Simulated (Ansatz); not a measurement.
praseodymium atom (Pr), quartet (core potentials on Pr). Base run: PBE0/def2-SVP in Ansatz (a first-principles code).

Input for Ansatz:
Ansatz 0.2 input:
```yaml
crystal:
  periodic: [false, false, false]
  atoms:
    - {symbol: Pr, position_ang: [0.00000000, 0.00000000, 0.00000000]}
basis:
  gaussian:
    orbitals: def2-SVP
hamiltonian:
  xc: pbe0
magnetization: {spin_polarized: true, initial_magnetization: 3}
```

Variants of this job, named by their change:

| change | basis functions | E (Eh) | outcome |
|---|---|---|---|
| base | 78 | -516.82804 | converged |
| basis = Sapporo-DKH3-DZP-2012; relativity = spin-free X2C; nucleus = Gaussian | 97 | -9235.69793 | converged |
| basis = x2c-TZVPall; relativity = spin-free X2C | 104 | -9236.60206 | converged |
| basis = Sapporo-DKH3-DZP-2012; relativity = spin-free X2C | 97 | -9236.10801 | converged |
| basis = jorge-DZP-DKH; relativity = spin-free X2C | 71 | -9226.97429 | converged |
| basis = x2c-TZVPall; relativity = spin-free X2C; nucleus = Gaussian | 104 | -9236.19462 | converged |
| basis = Sapporo-DKH3-DZP-2012; relativity = none | 97 | -8473.08452 | converged |
| basis = x2c-TZVPall; relativity = none | - | - | cut at the time limit |
| basis = jorge-DZP-DKH; relativity = none | 71 | -8806.29153 | converged |
| basis = jorge-DZP-DKH; relativity = spin-free X2C; nucleus = Gaussian | 71 | -9226.59220 | converged |

Totals shift with the method and basis; they matter in differences.

Ansatz warned in this series: the basis is contracted for relativity, which the run leaves out.

Basis sets contracted for a relativistic Hamiltonian are a mismatch without it, so the rows without relativity aren't non-relativistic limits. No row has spin-orbit coupling; sets with core potentials leave out the core electrons.
